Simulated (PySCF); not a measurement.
ClH3MoO3Si, SMILES [O]=[Mo](=[O])([Cl])[O][SiH3], multiplicity 1.

Coordinates come from a PBE0-D3(BJ)/def2-SVP optimisation. The multiplicity is an assumed one; other spin states were not compared. The def2 effective core potentials stand for the cores of Mo; spin–orbit coupling is left out. Other conformers were not sampled.

Computed with TDDFT-PBE/def2-SVPD (PySCF).

Vertical excitations. Gas-phase values at a fixed geometry. State labels are in the subgroup Cs.

Computed UV-visible absorptions:
```
state  symmetry  energy (eV)  λ (nm)      f                                                                  main pairs
-----  --------  -----------  ------  -----  --------------------------------------------------------------------------
S1           A"         4.44     280  0.004                                                              HOMO→LUMO 93 %
S2           A"         4.55     272  0.000                                                            HOMO−1→LUMO 97 %
S3           A'         4.69     265  0.000                                                            HOMO→LUMO+1 85 %
S4           A"         4.74     261  0.000                                                            HOMO−3→LUMO 99 %
S5           A'         4.87     254  0.024   HOMO−2→LUMO 36 %, HOMO−1→LUMO+1 28 %, HOMO−4→LUMO 20 %, HOMO−3→LUMO+1 9 %
S6           A'         4.93     252  0.019  HOMO−4→LUMO 36 %, HOMO−2→LUMO 27 %, HOMO−1→LUMO+1 17 %, HOMO−3→LUMO+1 12 %
S7           A"         4.99     248  0.000                                                          HOMO−2→LUMO+1 94 %
S8           A"         5.18     240  0.000                                        HOMO−4→LUMO+1 64 %, HOMO→LUMO+2 35 %
S9           A"         5.25     236  0.001                                        HOMO→LUMO+2 61 %, HOMO−4→LUMO+1 32 %
S10          A'         5.26     236  0.085                     HOMO−1→LUMO+1 41 %, HOMO−4→LUMO 30 %, HOMO−2→LUMO+2 9 %
T1           A"         4.00     310      0                                                              HOMO→LUMO 98 %
T2           A'         4.34     286      0                                          HOMO→LUMO+1 77 %, HOMO−2→LUMO 20 %
T3           A"         4.40     282      0                                                            HOMO−1→LUMO 98 %
T4           A'         4.42     280      0                                          HOMO−2→LUMO 78 %, HOMO→LUMO+1 18 %
```
Triplets are in the Tamm–Dancoff approximation, which puts them higher than full response would, so one can lie above its singlet here.
